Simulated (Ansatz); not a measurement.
Consider the hydrogenolysis of a C–C bond: `COC(F)(F)CF` + H₂ → `COC(F)F` + `CF`.

Gas-phase electronic energies from Ansatz, PBE0-D4/def2-TZVP geometries. CCSD(T)/CBS is the MP2 limit (def2-TZVPP, def2-QZVPP) plus CCSD(T) − MP2 in def2-TZVPP, frozen cores. This one scheme is used for every species. Functionals use def2-TZVPP. Each species was taken in one conformer, which may not be the lowest.

`COC(F)(F)CF`:

```xyz
12

C     0.446   -1.839   -0.185
O     0.173   -0.624    0.509
C    -0.119    0.442   -0.260
F     0.891    0.724   -1.124
F    -1.202    0.208   -1.046
C    -0.375    1.623    0.655
F    -0.671    2.732   -0.085
H     1.316   -1.726   -0.835
H     0.656   -2.578    0.585
H    -0.419   -2.152   -0.771
H     0.522    1.808    1.249
H    -1.218    1.383    1.308
```

H₂:

Cartesian coordinates in Å:
```
H -0.141 0.262 0.224
H 0.141 -0.262 -0.224
```

`COC(F)F`:

```xyz
9

C    -0.213   -0.772   -0.885
O     0.762    0.016   -0.225
C     0.268    0.765    0.782
F    -0.098   -0.011    1.838
F     1.247    1.573    1.201
H    -1.039   -0.150   -1.250
H     0.287   -1.235   -1.733
H    -0.607   -1.548   -0.225
H    -0.609    1.363    0.497
```

`CF`:

Z-matrix (Å, degrees):
```
C
F 1 1.376
H 1 1.092 2 109.1
H 1 1.092 2 109.1 3 -120.0
H 1 1.092 2 109.1 3 120.0
```

```csv
level,ΔE (kJ/mol)
r2SCAN-D4,-29.4
CAM-B3LYP,-40.8
HF/CBS(def2),-55.0
CCSD/CBS(def2),-38.0
```

(1) What does CCSD(T)/CBS give? (Best estimate.)

Largest T1 diagnostic among the species: 0.011.

Answers

(1) Ansatz gave: -33.6 kJ/mol. The listed levels differ from it by 4.2, -7.2, -21.4, -4.4 kJ/mol.

The D4 term adds +9.1 kJ/mol with B3LYP and +5.0 kJ/mol with PBE0; it sums over pairs of atoms, weighted by their polarisabilities, and B3LYP, whose exchange is more repulsive, gets the larger term. At CCSD(T), def2-SVP lies +8.1 kJ/mol from the extrapolated value and def2-TZVPP −1.5 kJ/mol.

B3LYP here is the variant with VWN-RPA as its local correlation; programs differ in this.

CCSD(T)/CBS has its own doubt, a few kJ/mol and more with outer-core shells, so smaller differences from it don't rank the levels.
